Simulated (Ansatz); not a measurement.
Geometry optimisation, Ansatz, RHF/def2-SVP.

Input:

```yaml
crystal:
  periodic: [false, false, false]
  atoms:
    - { symbol: C, position_ang: [-2.214, 0.2505, -0.5217] }
    - { symbol: C, position_ang: [-1.0145, 0.731, -0.3768] }
    - { symbol: B, position_ang: [0.1194, -0.1981, 0.1102] }
    - { symbol: "N", position_ang: [-0.0349, -1.6588, 0.4379] }
    - { symbol: Si, position_ang: [1.9313, 0.5529, 0.347] }
    - { symbol: F, position_ang: [1.8539, 1.8302, 1.4876] }
    - { symbol: H, position_ang: [-2.5105, -0.7312, -0.3173] }
    - { symbol: H, position_ang: [-2.9943, 0.9937, -0.8867] }
    - { symbol: H, position_ang: [-0.7795, 1.7891, -0.5547] }
    - { symbol: H, position_ang: [-1.05605, -1.8756, 0.3989] }
    - { symbol: H, position_ang: [0.33815, -1.93823, 1.3079] }
    - { symbol: H, position_ang: [2.4299, 1.0922, -0.9051] }
    - { symbol: H, position_ang: [2.8048, -0.4496, 0.8323] }
basis:
  gaussian: { orbitals: def2-SVP }
hamiltonian:
  xc: hf
relax:
  f_tol: 0.015
  max_steps: 40
```

Command:

```bash
$ ansatz run input.yaml --threads 2 --pin off --max-ram 3072MiB --backend cpu --events-out ev --progress --plain --runs-dir out
```

Q: Where does it end, and by what steps?

A: The forces met the threshold. After 23 steps the energy has fallen by 1.084 eV; H9 moved furthest, 0.89 Å.

| step | energy less start (eV) | largest force component (eV/Å) | accepted |
| --- | --- | --- | --- |
| 0 | 0.0000 | 3.409 | yes |
| 1 | -0.6949 | 2.014 | yes |
| 2 | -0.8618 | 1.942 | yes |
| 3 | -0.9820 | 1.127 | yes |
| 4 | -0.9866 | 0.656 | yes |
| 5 | -1.0311 | 0.349 | yes |
| 6 | -1.0399 | 0.189 | yes |
| 7 | -1.0455 | 0.209 | yes |
| 8 | -1.0484 | 0.086 | yes |
| 9 | -1.0497 | 0.039 | yes |
| 10 | -1.0516 | 0.092 | yes |
| 11 | -1.0527 | 0.230 | yes |
| 12 | -1.0555 | 0.167 | yes |
| 13 | -1.0623 | 0.216 | yes |
| 14 | -1.0637 | 0.489 | yes |
| 15 | -1.0732 | 0.187 | yes |
| 16 | -1.0720 | 0.417 | no |
| 17 | -1.0798 | 0.077 | yes |
| 18 | -1.0817 | 0.154 | yes |
| 19 | -1.0832 | 0.099 | yes |
| 20 | -1.0840 | 0.030 | yes |
| 21 | -1.0842 | 0.026 | yes |
| 22 | -1.0843 | 0.027 | yes |
| 23 | -1.0843 | 0.010 | yes |

```xyz
13
Properties=species:S:1:pos:R:3
C -2.219 0.355 -0.724
C -1.161 0.740 -0.016
B 0.055 -0.203 0.349
N -0.161 -1.544 0.665
Si 1.959 0.544 0.310
F 1.934 2.068 0.879
H -2.333 -0.662 -1.085
H -3.013 1.041 -0.996
H -1.109 1.787 0.274
H -1.078 -1.940 0.723
H 0.564 -2.194 0.886
H 2.521 0.613 -1.060
H 2.915 -0.216 1.154
```

Whether the end is a true minimum wasn't checked by a vibrational analysis.

The run took 60 s on 2 threads of Arm Neoverse V1, with other jobs on the host, peak memory 0.28 GiB.
